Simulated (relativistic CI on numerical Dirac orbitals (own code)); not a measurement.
**Nb²⁺: M2,3 absorption edge**

Computed with this model: Dirac-Coulomb-Breit CI, separate exchange-only KLI orbitals for each configuration, model QED, valence Slater integrals scaled by 0.7, multiplet model of core-to-valence dipole absorption; configurations [Kr] 4d3 → [Ne] 3s2 3p5 3d10 4s2 4p6 4d4; 300 K; Lorentzian 2 eV and Gaussian 0.4 eV FWHM. Energies are those of the free ion, without screening or charge transfer. The branching ratio is the share of the lower-energy edge in the whole absorption, uncertain by about 0.02 where the edges overlap. S is read from ⟨S²⟩ = S(S + 1).

Field parameters in Wybourne normalisation: D3d B²₀ = −7Dσ, B⁴₀ = −14Dq − 21Dτ, B⁴₃ = −14√(10/7) Dq; D4h B²₀ = −7Ds, B⁴₀ = 21(Dq − Dt), B⁴₄ = 21√(5/14) Dq; Oh B⁴₀ = 21Dq, B⁴₄ = √(5/14) B⁴₀; Td as Oh with Dq negative (B⁴₀ = 21Dq, B⁴₄ = √(5/14) B⁴₀). The field is a parameter set, without covalency.

free ion: ground-state S = 1.49, centroid 369.11 eV, branching ratio 0.811. Peaks (eV, height): 366.2 (100), 382.2 (22).

Td, 10Dq = -5600 cm⁻¹: ground-state S = 1.49, centroid 369.79 eV, branching ratio 0.772. Peaks (eV, height): 366.2 (100), 382.0 (26).

D3d, 10Dq = 12950, Dσ = 1120, Dτ = 150 cm⁻¹: ground-state S = 1.50, centroid 370.71 eV, branching ratio 0.729. Peaks (eV, height): 366.2 (100), 381.8 (38).

D4h, 10Dq = 12750, Ds = 1210, Dt = -670 cm⁻¹: ground-state S = 1.50, centroid 370.78 eV, branching ratio 0.728. Peaks (eV, height): 366.2 (100), 382.0 (39).

D3d, 10Dq = 21500, Dσ = 760, Dτ = -60 cm⁻¹: ground-state S = 1.50, centroid 370.92 eV, branching ratio 0.726. Peaks (eV, height): 366.5 (100), 381.8 (40).

Oh, 10Dq = 36200 cm⁻¹: ground-state S = 1.50, centroid 371.27 eV, branching ratio 0.715. Peaks (eV, height): 364.8 (89), 368.0 (100), 380.8 (37), 383.5 (38).

The statistical ratio of this edge is 2/3 = 0.667. Values above it arise where the holes sit mainly in the j = l + 1/2 valence subshell or the ground state has high spin; values below it where core-valence Coulomb terms move weight to the upper edge, as in nearly empty shells.

Strongest unbroadened transitions for D4h, 10Dq = 12750, Ds = 1210, Dt = -670 cm⁻¹:

```
Energy (eV)  Relative strength
     365.25               46.2
     365.26               61.1
     365.31               26.3
     365.82               24.7
     366.32               30.6
     366.33               42.3
     366.36               25.5
     366.40               54.5
     366.41               37.4
     366.43              100.0
     366.44               28.2
     366.62               56.6
     367.34               29.0
     367.36               26.4
     381.16               35.6
     381.39               31.6
     382.13               31.5
     382.20               35.2
```
